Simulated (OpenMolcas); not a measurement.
# Co5+, Rh5+, Ir5+: d4 down the group

```
Program             : OpenMolcas 26.06
Method              : CASSCF
Basis               : ANO-R3
Scalar Hamiltonian  : X2C, finite nucleus
Spin-orbit coupling : state interaction with AMFI integrals over the reference wave functions, term energies averaged over their components
```

Active space for each ion: 4 electrons in 5 orbitals (d).

Computed levels in cm-1 above 5D0:

```json
{"Level": "5D1", "Co5+": "205", "Rh5+": "612", "Ir5+": "4927"}
{"Level": "5D2", "Co5+": "600", "Rh5+": "1641", "Ir5+": "9442"}
{"Level": "5D3", "Co5+": "1163", "Rh5+": "2928", "Ir5+": "13109"}
{"Level": "5D4", "Co5+": "1871", "Rh5+": "4382", "Ir5+": "15733"}
{"Level": "3H4", "Co5+": "30555", "Rh5+": "22436", "Ir5+": "25547"}
{"Level": "3H5", "Co5+": "30993", "Rh5+": "23854", "Ir5+": "31760"}
{"Level": "3H6", "Co5+": "31466", "Rh5+": "25006", "Ir5+": "34480"}
{"Level": "3P0(1)", "Co5+": "32419", "Rh5+": "22048", "Ir5+": "23981"}
{"Level": "3P1(1)", "Co5+": "33630", "Rh5+": "25129", "Ir5+": "32670"}
{"Level": "weight of 5D in the lowest level (%)", "Co5+": "100", "Rh5+": "97", "Ir5+": "68"}
```

Mixed levels, with the weight of the term that names them: Ir5+ 5D0 (68 %), Ir5+ 5D4 (72 %), Ir5+ 3H4 (59 %), Ir5+ 3H6 (75 %), Ir5+ 3P0(1) (55 %).

Measured, with the error of the calculation in %. Measured levels: Co5+ from Sugar and Corliss, J. Phys. Chem. Ref. Data 10, 1097 (1981).

| Level | Co5+ |
| --- | --- |
| 5D1 | 204 (+0.4) |
| 5D2 | 589 (+1.9) |
| 5D3 | 1125 (+3.4) |
| 5D4 | 1782 (+5.0) |
| 3H4 | 28377 (+7.7) |
| 3H5 | 28806 (+7.6) |
| 3H6 | 29234 (+7.6) |
| 3P0(1) | 27166 (+19.3) |
| 3P1(1) | 28462 (+18.2) |

The fine-structure level 5D4 changes by a factor of 8.41 from Co5+ to Ir5+.

Without spin-orbit coupling 3H lies 29961, 21412, 19678 cm-1 above 5D in that order; the difference to the level 3H4, of either sign, comes from spin-orbit coupling, which also lowers the zero.

Without dynamic correlation excited terms often stand tens of per cent too high (terms of higher spin than the ground term too low), and those without a measured partner can miss by more than the paired ones. Computed and measured levels are paired by configuration, term and J; levels that our copy of the source lacks, or whose pairing is in doubt (as where it misses far off the trend of its configuration), stay unpaired and out of the deviations. Only configurations of the active space appear.

A number in round brackets counts repeated terms of one configuration in the order of the reference energies.
